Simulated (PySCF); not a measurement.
Ge(H)2(Cl)(Me) (CH5ClGe), SMILES [CH3][GeH2][Cl]. Coordinates come from a B3LYP-D3(BJ)/def2-SVP optimisation.

All values below come from B3LYP-D3(BJ)/def2-SVP (PySCF).

Harmonic wavenumbers (cm⁻¹): 125, 161, 408, 448, 602, 631, 714, 855, 860, 875, 1259, 1430, 1437, 2133, 2140, 3042, 3142, 3155. Rotational constants (GHz): 10.86, 3.242, 2.622; symmetry number 1.

Work out the zero-point energy and the ideal-gas rigid-rotor harmonic-oscillator thermochemistry at 298.15 K and 1 atm.

ZPE = ½ Σ hcν = ½ × 23418 cm⁻¹ = 33.48 kcal/mol. H − E(el) = 37.42 kcal/mol. Entropy in cal/(mol K): translation 40.39, rotation 25.66, vibration 8.99, total 75.03. G − E(el) = 15.05 kcal/mol. Cp = 19.41 cal/(mol K). Modes under 150 cm⁻¹ make the vibrational entropy uncertain.
